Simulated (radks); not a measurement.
Spherical quantum dot in the effective-mass picture: electrons in a parabolic well V = omega^2 r^2 / 2 with omega = 4.9, all in effective atomic units (hartree* = m*/eps^2 hartree, bohr* = eps/m* bohr), one dielectric constant everywhere. Method: non-relativistic Kohn-Sham, LDA (Slater exchange, Perdew-Wang correlation), spin-polarised, spherical densities; computed with a radial shooting solver with Libxc functionals. Levels are named by radial order and angular momentum (1s, 1p, 1d, 2s, ...), and open shells are averaged over m. Results are scaled to m* = 0.081 and eps = 8.5, for which hartree* = 30.51 meV and bohr* = 5.553 nm. Each electron was tried in the lowest free levels, single moves between levels near the top were tried too, and the lowest total energy was kept; such a search can miss a lower state. At N = 1 the Hartree and exchange-correlation terms need not cancel, so that row can carry a self-interaction error.

N,open shells,2S,E (meV),addition energy mu(N+1) - mu(N) (meV),rms radius (nm)
1,"1s(up 1, down 0)",1,227.088,50.63,3.085
2,none,0,504.805,175.1,3.174
3,"1p(up 1, down 0)",1,957.613,33.36,3.541
4,"1p(up 2, down 0)",2,1443.78,34.12,3.736
5,"1p(up 3, down 0)",3,1964.07,44.08,3.867
6,"1p(up 3, down 1)",2,2528.43,31.90,3.974
7,"1p(up 3, down 2)",1,3124.70,32.50,4.062
8,none,0,3753.47,155.0,4.138
9,"1d(up 1, down 0)",1,4537.22,28.19,4.280
10,"1d(up 2, down 0)",2,5349.16,28.25,4.397
11,"1d(up 3, down 0)",3,6189.34,28.22,4.497
12,"1d(up 4, down 0)",4,7057.75,28.13,4.585
13,"1d(up 5, down 0)",5,7954.28,36.04,4.664
14,"1d(up 5, down 1)",4,8886.85,26.95,4.737
15,"1d(up 5, down 2)",3,9846.36,27.00,4.804
16,"1d(up 5, down 3)",2,10832.9,26.98,4.865
17,"1d(up 5, down 4)",1,11846.4,26.91,4.923
18,none,0,12886.8,35.96,4.977
19,"2s(up 1, down 0)",1,13963.2,30.35,5.030
20,none,0,15069.9,124.1,5.081
21,"1f(up 1, down 0)",1,16300.7,24.14,5.152
22,"1f(up 2, down 0)",2,17555.6,24.09,5.218
23,"1f(up 3, down 0)",3,18834.6,24.02,5.281
24,"1f(up 4, down 0)",4,20137.7,23.95,5.339
25,"1f(up 5, down 0)",5,21464.6,23.87,5.395
26,"1f(up 6, down 0)",6,22815.5,23.78,5.448
27,"1f(up 7, down 0)",7,24190.1,30.06,5.498
28,"1f(up 7, down 1)",6,25594.8,23.20,5.547
29,"1f(up 7, down 2)",5,27022.7,23.16,5.594
30,"1f(up 7, down 3)",4,28473.8,23.10,5.639
31,"1f(up 7, down 4)",3,29947.9,23.04,5.682
32,"1f(up 7, down 5)",2,31445.1,22.97,5.724
33,"1f(up 7, down 6)",1,32965.3,22.90,5.765
34,none,0,34508.4,36.85,5.804
35,"2p(up 1, down 0)",1,36088.3,23.27,5.843
36,"2p(up 2, down 0)",2,37691.5,23.23,5.881
37,"2p(up 3, down 0)",3,39317.9,-,5.919

All shells are closed at N = 2, 8, 18, 20, 34 (there: 1s2 1p6 1d10 2s2 1f14); the second difference of the energy has clear peaks (12 % above both neighbours; the first and last values, which can be the largest, are not judged, and half-filled shells can peak too) at N = 2, 5, 8, 13, 18, 20, 27, 34.
